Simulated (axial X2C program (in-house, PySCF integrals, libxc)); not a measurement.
**Spin–orbit effects along a row: molecules with V, PBE0**

All values come from calculations with an axial X2C code built on PySCF integrals, spin-free (one-electron X2C) or two-component (2c: spin–orbit coupling with atomic mean-field Coulomb and Gaunt terms, which also bring small scalar terms), in Dyall basis sets with cores contracted in-house; open shells are unrestricted.

Basis sets: Al dyall-v3z, Cl dyall-av3z, Mg dyall-cv3z, Na dyall-cv3z, P dyall-v3z, S dyall-av3z, Si dyall-v3z, V dyall-cv3z.

```
molecule   spin-free state  Re (Å)  ωe (cm⁻¹)  De (eV)  2c state  Re 2c (Å)  ωe 2c (cm⁻¹)  De 2c (eV)
     NaV    M_S = 2, Λ = 0   3.053      148.1      n/a     Ω = 2      3.054         148.1         n/a
     MgV  M_S = 5/2, Λ = 0   3.013      149.5      n/a   Ω = 5/2      3.014         149.3         n/a
     AlV    M_S = 3, Λ = 0   2.449      324.7      n/a     Ω = 3      2.450         324.4         n/a
     VSi  M_S = 5/2, Λ = 0   2.373      379.1      n/a   Ω = 5/2      2.373         379.0         n/a
      VP    M_S = 1, Λ = 2   2.153      384.3      n/a     Ω = 1      2.153         384.0         n/a
      VS  M_S = 3/2, Λ = 0   2.043      557.4      n/a   Ω = 3/2      2.043         557.1         n/a
     VCl    M_S = 2, Λ = 1   2.200      413.7      n/a     Ω = 1      2.200         413.6         n/a
```

Each entry is the lowest single determinant of a limited PBE0 search at one distance. De goes to single-determinant-based atoms at the same level (for ions the charge split of lowest energy) and is withheld (n/a) where an atom does not fit its ground term or J level. Main or longest-lived isotopes. One determinant is a doubtful description, or other states lie close, for NaV, MgV, AlV, VSi, VP, VS, VCl; these need not be ground states, and all values refer to the states named. Some open-shell Ω = 0 determinants are out of reach, so the Ω given for NaV, AlV, VCl need not be the lowest component. With several unpaired electrons the Ω given is that of one determinant, not necessarily of the lowest component. The functionals have no current term, which raises determinants with orbital currents.
